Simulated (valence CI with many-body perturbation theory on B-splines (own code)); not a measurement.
Level structure of Lu50+

Level of theory: relativistic CI+MBPT: three valence electrons over a frozen Dirac-Fock core [Ar], a basis of 7 s, 7 p, 8 d, 6 f, 4 g, 1 h functions for each j, with the one-electron correlation potential Σ1 (screened to all orders), the two-electron term Σ2, the three-electron term Σ3, Breit, model QED; selected single and double excitations, second order for the rest, scaled by the run's own slope (own B-spline code, finite nucleus).

No measured spectrum was set against this ion. As an estimate, large intervals hold to a few tenths of a per cent, small ones and those within an open d or f shell to about a per cent. Only levels of the ground parity were solved; by the run's estimate the other parity begins above the list, which can be wrong where configurations are misplaced.

Levels 1 to 19 of 19, with energies above the lowest level, (3d3/2^3) J=3/2. "Leading %" is the weight of the configuration and term that name the level; weights of strongly mixed levels are sums over their largest components and can fall short, so below about 35 % the name and the second component can differ from the true leading terms, or belong to a minority configuration. In the jj column 3d3/2^4 stands for four electrons in 3d with j = 3/2. Lifetimes count E1, E2, E3, M1 and M2 decay at the calculated energies, and are blank where another channel may lead or the interval is too uncertain; long ones can be off by a factor of two.

```csv
No.,Configuration,Term,J,E (cm⁻¹),Leading %,Lifetime,Leading jj,Second component
1,3d3,4F,3/2,0,46,,3d3/2^3 (98 %),39 % 3d3 2D
2,3d3,4F,5/2,426070,82,540 ns,3d3/2^2 3d5/2 (99 %),16 % 3d3 2D
3,3d3,4P,3/2,475370,38,663 ns,3d3/2^2 3d5/2 (99 %),32 % 3d3 4F
4,3d3,2G,7/2,502610,49,169 μs,3d3/2^2 3d5/2 (97 %),33 % 3d3 4F
5,3d3,2H,9/2,503760,45,,3d3/2^2 3d5/2 (99 %),42 % 3d3 2G
6,3d3,4P,1/2,515950,58,1.77 μs,3d3/2^2 3d5/2 (100 %),42 % 3d3 2P
7,3d3,2D,5/2,690830,42,4.68 μs,3d3/2^2 3d5/2 (95 %),35 % 3d3 4P
8,3d3,4F,7/2,920080,65,296 ns,3d3/2 3d5/2^2 (98 %),33 % 3d3 2G
9,3d3,4F,9/2,954450,51,504 ns,3d3/2 3d5/2^2 (98 %),41 % 3d3 2H
10,3d3,4P,3/2,994250,41,245 ns,3d3/2 3d5/2^2 (100 %),38 % 3d3 2D
11,3d3,2P,1/2,1016600,58,382 ns,3d3/2 3d5/2^2 (100 %),42 % 3d3 4P
12,3d3,2H,11/2,1028300,100,1.25 μs,3d3/2 3d5/2^2 (100 %),
13,3d3,2D,5/2,1031500,43,478 ns,3d3/2 3d5/2^2 (94 %),35 % 3d3 4P
14,3d3,2F,5/2,1094500,43,754 ns,3d3/2 3d5/2^2 (98 %),40 % 3d3 2D
15,3d3,2F,7/2,1101000,80,950 ns,3d3/2 3d5/2^2 (98 %),18 % 3d3 2G
16,3d3,2D,3/2,1250300,76,473 ns,3d3/2 3d5/2^2 (94 %),19 % 3d3 2P
17,3d3,2G,9/2,1447000,50,248 ns,3d5/2^3 (98 %),36 % 3d3 4F
18,3d3,2D,3/2,1556300,46,236 ns,3d5/2^3 (95 %),39 % 3d3 2P
19,3d3,2D,5/2,1634000,60,190 ns,3d5/2^3 (96 %),23 % 3d3 2F
```

The ionisation energy to 3d2 3F_2 of the next ion comes out as 4533 eV (NIST: 4532 ± 4 eV (theoretical)). All 19 levels together are meant to be complete up to 1699400 cm⁻¹.
